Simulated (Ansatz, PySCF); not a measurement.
Gas-phase reaction in SMILES: C[OH+]C -> CC[OH2+]
Geometries: B3LYP-D3(BJ)/def2-TZVP minima from Ansatz (an electronic-structure program), one conformer each, not searched for the lowest.

Wanted: isomerisation energy (enthalpy at 298 K, with B3LYP-D3(BJ) rigid-rotor harmonic-oscillator terms from PySCF), in kcal/mol. Cores are frozen in the correlated levels unless marked. No spin-orbit coupling. Non-relativistic. Basis-set limits of correlation are two-point, X^-3; Hartree-Fock from the larger set. [CCSD(T)-MP2]/basis is that difference in the basis named.

```json
[
 {"level": "BLYP/def2-TZVPD", "program": "Ansatz", "isomerisation energy (kcal/mol)": "-7.6"},
 {"level": "B3LYP-D4/def2-TZVPD", "program": "Ansatz + dftd4", "isomerisation energy (kcal/mol)": "-7.8"},
 {"level": "PBE0/6-31G*", "program": "Ansatz", "isomerisation energy (kcal/mol)": "-6.6"},
 {"level": "PBE0-D3(BJ)/def2-TZVPD", "program": "Ansatz + dftd3", "isomerisation energy (kcal/mol)": "-9.8"},
 {"level": "PBE0/def2-QZVPP", "program": "Ansatz", "isomerisation energy (kcal/mol)": "-10.1"},
 {"level": "LC-wPBE-D3(BJ)/def2-TZVPD", "program": "Ansatz + dftd3", "isomerisation energy (kcal/mol)": "-9.2"},
 {"level": "MP2/6-31G*", "program": "Ansatz", "isomerisation energy (kcal/mol)": "-6.3"}
]
```

Question: Estimate the value at RI-MP2/CBS(cc-pVTZ,cc-pVQZ)+[CCSD(T)-MP2]/cc-pVTZ as computed with Ansatz.

Answer: -8.8 kcal/mol, so MP2/6-31G* differs from it by 2.5 kcal/mol.
